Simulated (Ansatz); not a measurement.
Molecule: diiodo(dimethyl)germane, C₂H₆GeI₂ (charge 0, singlet). SMILES: [CH3][Ge]([I])([I])[CH3]
Geometry from a B3LYP-D3(BJ)/def2-TZVP (Ansatz, an electronic-structure program) optimisation:
```xyz
11

C      1.8667    -1.6817    -0.3506
Ge     0.1036    -0.8572    -0.1583
C     -1.4120    -2.0793    -0.3438
I     -0.1204     0.9596    -1.9316
I     -0.0220     0.2180     2.1490
H      2.6379    -0.9243    -0.2316
H      1.9872    -2.4485     0.4143
H      1.9449    -2.1295    -1.3411
H     -2.3414    -1.5281    -0.2212
H     -1.3850    -2.5333    -1.3342
H     -1.3427    -2.8523     0.4212
```
Charge 0, spin multiplicity 1.

Property: atomisation energy (electronic, to ground-state atoms), in eV. Valence correlation only, unless marked. UHF or UKS for open shells. Spin-orbit coupling is left out. The frozen core is the preceding noble-gas configuration, with the filled d and f shells of earlier blocks. Past Kr the def2 sets carry scalar-relativistic core potentials. STO-3G rows are all-electron and non-relativistic. The coupled-cluster limit lacks core correlation, which all-electron functionals hold. Basis-set limits of correlation are two-point, X^-3; Hartree-Fock from the larger set.

| level | program | atomisation energy (eV) |
|---|---|---|
| HF/def2-SVPD | Ansatz | 28.53 |
| HSE06-D3(BJ)/def2-TZVPD | Ansatz + dftd3 | 38.26 |

Q: What does CCSD(T)/CBS(def2-TZVPPD,def2-QZVPPD) (Ansatz) give?

A: 38.00 eV
